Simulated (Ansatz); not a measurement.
Calculation: frozen-core CCSD(T)/cc-pVQZ // B3LYP-D3(BJ)/def2-TZVP (Ansatz, a first-principles code). The restricted HF reference is unstable towards unrestricted orbitals.

Ansatz 0.2 input:
```yaml
crystal:
  periodic: [false, false, false]
  atoms:
    - { symbol: B, position_ang: [1.66094, -0.509068, 0.202748] }
    - { symbol: Si, position_ang: [0.322064, 0.750088, 0.180111] }
    - { symbol: B, position_ang: [-1.341536, -0.133464, -0.251116] }
    - { symbol: H, position_ang: [2.410064, -1.415503, 0.182479] }
    - { symbol: H, position_ang: [0.628655, 2.164513, 0.464598] }
    - { symbol: H, position_ang: [-1.305205, -1.308697, -0.437731] }
    - { symbol: H, position_ang: [-2.377567, 0.446348, -0.334216] }
basis:
  gaussian: { orbitals: cc-pVQZ }
correlation:
  method: ccsd_t
```

Output:

```
Functional definition: HF
1705 factors; integrals over basis functions are off by at most 9.6e-4 eV
mean field evaluation 1: about -9263.9479 eV, gradient 2.0e1 eV
mean field evaluation 2: about -9263.9499 eV, gradient 2.0e1 eV
mean field evaluation 4: about -9266.1004 eV, gradient 3.2e0 eV
mean field evaluation 8: about -9266.2244 eV, gradient 2.3e-1 eV
mean field evaluation 16: about -9265.6847 eV, gradient 1.0e1 eV
mean field evaluation 32: about -9266.1524 eV, gradient 2.2e0 eV
mean field -9266.22524773 eV, -340.5274969808 hartree, gradient 2.0e-6 eV, S^2 0.000000; 2 other end points of the search recorded, 0 dependent functions left out; unrestricted orbitals would lower it
7 core orbitals not correlated
reference -9266.22524773 eV, -340.5274969808 hartree; 7, 7 occupied and 275, 275 virtual orbitals, 1705 factors
second order -8.97909090 eV of doubles, -0.00000000 eV of singles
cycle   1  -9.64982720 eV  change   -6.7e-1 eV  update   9.4e-2
cycle   2  -9.99755626 eV  change   -3.5e-1 eV  update   3.4e-2
cycle   3  -10.08697741 eV  change   -8.9e-2 eV  update   2.1e-2
cycle   4  -10.08065414 eV  change    6.3e-3 eV  update   8.1e-3
cycle   5  -10.07836161 eV  change    2.3e-3 eV  update   4.5e-3
cycle   6  -10.07854500 eV  change   -1.8e-4 eV  update   2.0e-3
cycle   7  -10.07884682 eV  change   -3.0e-4 eV  update   8.4e-4
cycle   8  -10.07913389 eV  change   -2.9e-4 eV  update   3.5e-4
cycle   9  -10.07912600 eV  change    7.9e-6 eV  update   1.2e-4
cycle  10  -10.07906874 eV  change    5.7e-5 eV  update   5.1e-5
cycle  11  -10.07906335 eV  change    5.4e-6 eV  update   1.9e-5
cycle  12  -10.07907435 eV  change   -1.1e-5 eV  update   7.1e-6
cycle  13  -10.07908093 eV  change   -6.6e-6 eV  update   3.3e-6
perturbative correction -0.51215768 eV, -0.0188214475 hartree
Total energy: -9276.81648633 eV, -340.9167178206 hartree
```

Cost: very roughly 40 core-minutes.
